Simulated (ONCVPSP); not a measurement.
# Reading a pseudo-wave (Co (Z = 27))

Columns: radius, all-electron u(r) and pseudo u(r) of the 3d shell (level -45.48 eV) of cobalt in the configuration [Ne] 3s2 3p6 3d6; LDA (Perdew-Wang 92), scalar-relativistic, ONCV scheme, ONCVPSP 4.0.1.

| r (bohr) | all-electron | pseudo |
| --- | --- | --- |
| 0.078 | 0.0497 | 0.0052 |
| 0.155 | 0.2187 | 0.0384 |
| 0.232 | 0.4375 | 0.1196 |
| 0.310 | 0.6450 | 0.2565 |
| 0.388 | 0.8078 | 0.4384 |
| 0.465 | 0.9180 | 0.6395 |
| 0.542 | 0.9821 | 0.8335 |
| 0.620 | 1.0089 | 0.9951 |
| 0.698 | 1.0068 | 1.1012 |
| 0.775 | 0.9848 | 1.1445 |
| 0.852 | 0.9495 | 1.1309 |
| 0.930 | 0.9052 | 1.0725 |
| 1.008 | 0.8557 | 0.9872 |
| 1.085 | 0.8045 | 0.8938 |
| 1.162 | 0.7525 | 0.8040 |
| 1.240 | 0.7002 | 0.7242 |
| 1.318 | 0.6493 | 0.6576 |
| 1.395 | 0.6007 | 0.6025 |
| 1.472 | 0.5544 | 0.5544 |
| 1.550 | 0.5098 | 0.5097 |
| 1.628 | 0.4678 | 0.4677 |
| 1.705 | 0.4288 | 0.4288 |
| 1.782 | 0.3924 | 0.3923 |
| 1.860 | 0.3580 | 0.3580 |
| 1.938 | 0.3261 | 0.3261 |
| 2.015 | 0.2970 | 0.2970 |

How many radial nodes do the two functions have?

The all-electron 3d function has n − l − 1 = 0; the pseudo-wave has 0.

At about which radius was the pseudo-wave matched?

1.55 bohr. The columns agree to 0.0005 from 1.47 bohr on; several derivatives are matched, so the curves merge somewhat inside the radius.

Is the pseudo-wave norm-conserving?

Yes: the ONCV scheme keeps the norm inside the radius equal to the all-electron one, which fixes the energy derivative of the logarithmic derivative at the level.
